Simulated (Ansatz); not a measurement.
Mulliken charges of C$_{2}$H$_{2}$BCl (`ClB1C=C1`) from ωB97M-V/def2-TZVPP in Ansatz (PBE0-D4/def2-TZVP geometry).

```tsv
atom	x (Å)	y (Å)	z (Å)	charge (e)
Cl1	-1.122	-0.608	2.193	-0.113
B2	-0.356	-0.203	0.699	-0.043
C3	0.403	0.700	-0.166	-0.074
C4	0.037	-0.496	-0.679	-0.074
H5	0.942	1.582	-0.485	0.152
H6	0.139	-1.039	-1.608	0.152
```

**Question.** By hand: the dipole of these point charges (1 e Å = 4.8032 D).

**Answer.** Σ q r = (0.274, 0.145, -0.533) e Å, of length 0.617 e Å = 2.96 D.

**Question.** How does the dipole of the full density compare? (Best estimate.)

**Answer.** Computed: (0.185, 0.098, -0.360) e Å, 2.00 D; the point charges give 1.48 times that, at 0° from its direction.

Point charges leave out the atoms' own dipoles, such as those of lone pairs, and Mulliken's split depends on the basis, so the two needn't agree.
